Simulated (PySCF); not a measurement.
Correlation energy of O⁺ (oxygen, charge +1)

Starting occupation: [He] 2s2 2p3, 2p3/2 with m_j = -1/2, +1/2, +3/2. All numbers are calculated (PySCF 2.14, X2C-1e with screened-nucleus spin-orbit coupling, Gaussian nucleus, in x2c-TZVPall-2c (5s3p2d1f, 31 functions)). Frozen: 1s2; 5 electrons correlated.

MP2 pair energies summed by pair of shells (mhartree):

```json
{"pair": "2p-2s", "energy": "-63.24", "share (%)": "65.8"}
{"pair": "2p-2p", "energy": "-23.12", "share (%)": "24.0"}
{"pair": "2s-2s", "energy": "-9.77", "share (%)": "10.2"}
```

Total MP2 correlation energy: -96.12 mhartree.

The GHF reference relaxed away from the jj start to a determinant that is no pure jj level (⟨S²⟩ = 3.76, ⟨J²⟩ = 3.76); the energies belong to that determinant.
